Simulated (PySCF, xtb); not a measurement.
C₄H₃Cl₂F, SMILES C(=C\Cl)(F)\C=C/Cl. Other conformers were not sampled.

Harmonic wavenumbers (cm⁻¹) from GFN2-xTB in xtb 6.7.1 at its own minimum, in rising order: 39, 123, 161, 232, 291, 333, 416, 551, 666, 720, 740, 796, 820, 870, 906, 1137, 1195, 1252, 1319, 1606, 1618, 3072, 3090, 3096.

Question: What does PBE-D3(BJ)/def2-SVP in PySCF 2.14.0 give at its own minimum? (An estimate is asked for; the answer gives what the named calculation found.)

Answer: 48, 130, 174, 240, 304, 352, 438, 592, 698, 717, 739, 750, 839, 913, 930, 1151, 1196, 1273, 1368, 1587, 1652, 3122, 3143, 3161. Paired by order, the mean absolute difference is 25 cm⁻¹ and the zero-point energies are 35.8 and 36.5 kcal/mol.
